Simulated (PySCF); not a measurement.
## Working with the constants of CaAs⁺

UHF-CCSD(T) constants of CaAs⁺, ³Σ⁻ (triplet), unpaired electrons π ↑↑ (PySCF, no relativity, basis sets Ca aug-pcseg-1, As aug-pcseg-1; masses 39.9626 and 74.9216 u):

```
ωe             : 208.7 cm⁻¹
ωexe           : 1.42 cm⁻¹
Be             : 0.076929 cm⁻¹
αe             : 0.000462 cm⁻¹
De to Ca⁺ + As : 0.96 eV
```

Problem. What force constant and bond length do these constants imply?

Solution. Reduced mass μred = 26.062 u; k = 5.8918×10⁻⁷·μred·ωe² (u, cm⁻¹, mdyn/Å) = 0.669 mdyn/Å; Re = √(16.8576/(μred·Be)) (u, cm⁻¹, Å) = 2.900 Å.

Problem. Estimate the centrifugal constant D from the Kratzer relation and find the Dunham coefficient a1.

Solution. D = 4Be³/ωe² = 4.18e-08 cm⁻¹; a1 = −1 − αeωe/(6Be²) = -3.72.

Correlated steps freeze 14 core orbitals. Correlated levels converge slowly with the basis: in double zeta they bind strong bonds too weakly, by up to about 1 eV, and carry superposition errors of some tenths. Spin–orbit coupling is left out. For an ion De counts to the pair picked by the measured ionisation energies or electron affinities, which need not be the lowest pair at this level. The state was picked by a PBE0 search and need not be the measured ground state.
